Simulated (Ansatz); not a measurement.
A run for Ansatz (an electronic-structure program): U-B3LYP/def2-TZVPP on CH6Sn (SMILES [CH3][SnH3]), a point of a bond scan (R = 1.470 Å). Elements past Kr take the def2 small-core potentials; no spin–orbit coupling.

Ansatz 0.2 input:
```yaml
crystal:
  periodic: [false, false, false]
  atoms:
    - {symbol: Sn, position_ang: [-0.30086250, 0.03245521, -0.00631286]}
    - {symbol: C, position_ang: [1.84448197, -0.19897144, 0.03870193]}
    - {symbol: H, position_ang: [-0.97629390, -0.97575572, -1.21695910]}
    - {symbol: H, position_ang: [-0.71002577, 1.66119746, -0.35003554]}
    - {symbol: H, position_ang: [-0.97129491, -0.39875451, 1.51123112]}
    - {symbol: H, position_ang: [2.18863156, -1.59708813, 0.33376735]}
    - {symbol: H, position_ang: [2.26881022, 0.44304441, 0.80881496]}
    - {symbol: H, position_ang: [2.26562981, 0.07595007, -0.92688886]}
basis:
  gaussian:
    orbitals: def2-TZVPP
hamiltonian:
  xc: {name: B3LYP}
magnetization: {spin_polarized: true, initial_magnetization: 0}
```

The log:

```
WARN ansatz: RAYON_NUM_THREADS=1 ignored (pool sized by the plan → 1); use --threads N
Functional definition: B3LYP
integrals: 0.06 GiB planned
966 factors; their error is unknown
mean field: 0.78 GiB planned
mean field evaluation 1: about -6960.4930 eV, gradient 3.7e1 eV
mean field evaluation 2: about -6951.7656 eV, gradient 4.9e1 eV
mean field evaluation 4: about -6967.1451 eV, gradient 2.0e0 eV
mean field evaluation 8: about -6967.2122 eV, gradient 5.5e-2 eV
mean field evaluation 16: about -6967.2123 eV, gradient 2.0e-5 eV
mean field -6967.21226198 eV, -256.0403280819 hartree, gradient 2.0e-5 eV, S^2 0.000000; 0 other end points of the search recorded, 0 dependent functions left out
reference -6967.21255075 eV, -256.0403386939 hartree; 17, 17 occupied and 148, 148 virtual orbitals, 966 factors
Total energy: -6967.21255075 eV, -256.0403386939 hartree
```

The run converged.

Cost: about 5 core-seconds (a rough figure).
